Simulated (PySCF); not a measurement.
This PySCF input asks for the NMR shieldings of `FCC1SCCS1`, C₄H₇FS₂; the geometry comes from GFN2-xTB.

```python
import basis_set_exchange as bse
import numpy as np
from pyscf import gto, dft
from pyscf.prop import nmr

atoms = """
F     2.822867    1.028655    0.644778
C     1.942727    0.324404   -0.130280
C     0.859740   -0.305994    0.732682
S    -0.380860    0.893866    1.298987
C    -1.424115    0.672497   -0.176805
C    -1.617227   -0.815558   -0.353319
S     0.017906   -1.627320   -0.229352
H     2.515229   -0.455063   -0.644966
H     1.523089    1.024836   -0.859692
H     1.310450   -0.754018    1.619633
H    -2.365429    1.185251    0.010473
H    -0.925281    1.120623   -1.037042
H    -2.251961   -1.225528    0.432633
H    -2.027813   -1.067122   -1.329896
"""
names = dict.fromkeys(["F", "C", "S", "H"], "pcSseg-1")
basis = {el: gto.basis.parse(bse.get_basis(n, elements=[el], fmt="nwchem")) for el, n in names.items()}
mol = gto.M(atom=atoms, basis=basis, charge=0, verbose=0)
mf = dft.RKS(mol, xc="PBE0")
mf.grids.level = 2
mf.grids.alignment = dft.numint.BLKSIZE   # the property module wants whole blocks of grid points
mf.conv_tol = 1e-9
mf.kernel()

calc = nmr.RKS(mf)   # GIAO
C = mf.mo_coeff
Co = C[:, mf.mo_occ > 0]
resp = mf.gen_response(singlet=True, hermi=2)
def vind(x):   # induced exchange potential for any number of trial vectors
    d = np.einsum("pi,xij,qj->xpq", C, 2 * x.reshape(-1, C.shape[1], Co.shape[1]), Co, optimize=True)
    return np.einsum("xpq,pi,qj->xij", resp(d - d.transpose(0, 2, 1)), C, Co, optimize=True).ravel()
mo1, _ = nmr.rhf.solve_mo1(calc, with_cphf=vind)
sigma = calc.kernel(mo1)
for i, s in enumerate(sigma):   # ppm
    print("%2d %-2s %9.2f" % (i, mol.atom_pure_symbol(i), np.trace(s) / 3))
```

**Question.** What are the results?

**Answer.** 
```
 0 F     385.85
 1 C      97.46
 2 C     125.67
 3 S     409.95
 4 C     145.99
 5 C     142.74
 6 S     448.52
 7 H      27.25
 8 H      27.49
 9 H      27.15
10 H      28.75
11 H      29.05
12 H      28.70
13 H      28.65
```

These numbers come from an equivalent density-fitted implementation of the same equations, which agrees with the script to about 0.01 ppm for H and up to a few tenths of a ppm for heavy atoms, so last digits may differ.

**Question.** Turn these shieldings into chemical shifts. Referencing at the same level of theory: $^{19}$F (σ = 170.95 ppm) against CFCl3; $^{13}$C (σ = 186.93 ppm), $^{1}$H (σ = 31.72 ppm) against TMS; $^{33}$S (σ = 503.73 ppm) against CS2.

**Answer.** Averaging equivalent atoms: F 0: -214.9; C 1: 89.5; C 2: 61.3; C 4/5: 42.6; S 3/6: 74; H 9: 4.56; H 7/8: 4.35; H 10/12: 2.99; H 11/13: 2.86 ppm. Unscaled 19F shifts against computed CFCl3 carry errors that often reach 10 to 50 ppm.

Size and cost of the density-fitted run: 168 basis functions, roughly 70 core-seconds.
